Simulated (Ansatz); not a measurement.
Geometry optimisation, RKS PBE-D4/def2-SVP (Ansatz 0.2.0).

Input file:

```yaml
crystal:
  periodic: [false, false, false]
  atoms:
    - { symbol: Si, position_ang: [-0.53494, 1.52561, -1.13742] }
    - { symbol: C, position_ang: [0.29562, 0.18911, -0.32324] }
    - { symbol: Al, position_ang: [1.73345, -1.09809, 0.12559] }
    - { symbol: Si, position_ang: [-0.40395, -1.00908, 1.16701] }
    - { symbol: H, position_ang: [0.35623, 0.96712, -1.08424] }
    - { symbol: H, position_ang: [-1.88877, 2.04032, -0.90345] }
    - { symbol: H, position_ang: [3.18534, -1.81968, 0.00513] }
    - { symbol: H, position_ang: [-0.83971, -0.33442, 2.41684] }
    - { symbol: H, position_ang: [-1.60919, -1.82309, 0.85631] }
basis:
  gaussian: { orbitals: def2-SVP }
hamiltonian:
  xc: pbe
  dispersion: d4
relax:
  f_tol: 0.02
  max_steps: 50
output:
  orbitals: {}
```

Run as:

```bash
$ ansatz run input.yaml --threads 2 --pin off --max-ram 3072MiB --backend cpu --events-out ev --progress --plain --runs-dir out
```

Question: Where does it end, and by what steps?

Answer: The run converged. After 30 steps the energy has fallen by 8.616 eV; H6 moved furthest, 3.00 Å. The start is strongly strained (largest force component 20 eV/Å), so its close contacts needn't be bonds. Parted: Si1–H5 (1.05 → 2.47 Å). Joined: Si1–Al3 (3.69 → 2.60 Å), Al3–H6 (4.90 → 1.76 Å).

```json
{"step": "0", "energy less start (eV)": "0.0000", "largest force component (eV/Å)": "19.809", "accepted": "yes"}
{"step": "2", "energy less start (eV)": "-5.0637", "largest force component (eV/Å)": "3.236", "accepted": "yes"}
{"step": "4", "energy less start (eV)": "-6.1612", "largest force component (eV/Å)": "1.427", "accepted": "yes"}
{"step": "6", "energy less start (eV)": "-6.7996", "largest force component (eV/Å)": "0.780", "accepted": "yes"}
{"step": "8", "energy less start (eV)": "-6.9963", "largest force component (eV/Å)": "0.230", "accepted": "yes"}
{"step": "10", "energy less start (eV)": "-7.1690", "largest force component (eV/Å)": "0.215", "accepted": "yes"}
{"step": "12", "energy less start (eV)": "-7.3070", "largest force component (eV/Å)": "0.253", "accepted": "yes"}
{"step": "14", "energy less start (eV)": "-7.4180", "largest force component (eV/Å)": "0.203", "accepted": "yes"}
{"step": "16", "energy less start (eV)": "-7.5078", "largest force component (eV/Å)": "0.196", "accepted": "yes"}
{"step": "18", "energy less start (eV)": "-7.6470", "largest force component (eV/Å)": "0.304", "accepted": "yes"}
{"step": "20", "energy less start (eV)": "-7.9078", "largest force component (eV/Å)": "0.391", "accepted": "yes"}
{"step": "22", "energy less start (eV)": "-8.3507", "largest force component (eV/Å)": "0.606", "accepted": "yes"}
{"step": "24", "energy less start (eV)": "-8.5723", "largest force component (eV/Å)": "0.369", "accepted": "yes"}
{"step": "26", "energy less start (eV)": "-8.6101", "largest force component (eV/Å)": "0.171", "accepted": "yes"}
{"step": "28", "energy less start (eV)": "-8.6154", "largest force component (eV/Å)": "0.093", "accepted": "yes"}
{"step": "30", "energy less start (eV)": "-8.6163", "largest force component (eV/Å)": "0.012", "accepted": "yes"}
```

```xyz
9
Properties=species:S:1:pos:R:3
Si 0.064 1.580 -1.115
C -0.403 -0.142 -0.789
Al 1.310 0.050 0.574
Si -0.776 -0.975 0.886
H -0.636 -0.711 -1.713
H 0.754 1.712 0.470
H 2.888 -0.069 0.398
H -1.916 -0.348 1.641
H -0.993 -2.460 0.771
```

Whether the end is a true minimum wasn't checked by a vibrational analysis.

Time of the run: 38 s on 2 threads of Intel(R) Xeon(R) Platinum 8488C (Sapphire Rapids), with other jobs on the host, peak memory 0.15 GiB.
